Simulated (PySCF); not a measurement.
Method: PBE0 in PySCF with Si def2-TZVP; no relativity; density-fitted integrals.

Each entry is the lowest minimum that a search over a few typed start shapes (and spin states, where more than one is plausible) found, or that minimum re-optimised at the stated level; isomers with ligand–ligand bonds, or fragments after loss of a ligand pair, can lie lower. Open shells are unrestricted.

Si₄ is a singlet of D2h symmetry with Si–Si 2.307 Å (×4), Si–Si 2.391 Å; Si–Si–Si 58.8° (×4), Si–Si–Si 62.4° (×2), Si–Si–Si 117.6° (×2). Its wavenumbers are 74, 251, 362, 454, 486, 514 cm⁻¹.

Question: What changes when one electron is removed, giving Si₄⁺?

Answer: It costs 7.84 eV between the minima (7.84 eV with zero-point energy). Si₄⁺ is a doublet of D2h symmetry with Si–Si 2.282 Å (×4), Si–Si 2.636 Å; Si–Si–Si 54.7° (×4), Si–Si–Si 70.6° (×2), Si–Si–Si 109.4° (×2); wavenumbers 86, 282, 302, 455, 467, 483 cm⁻¹.
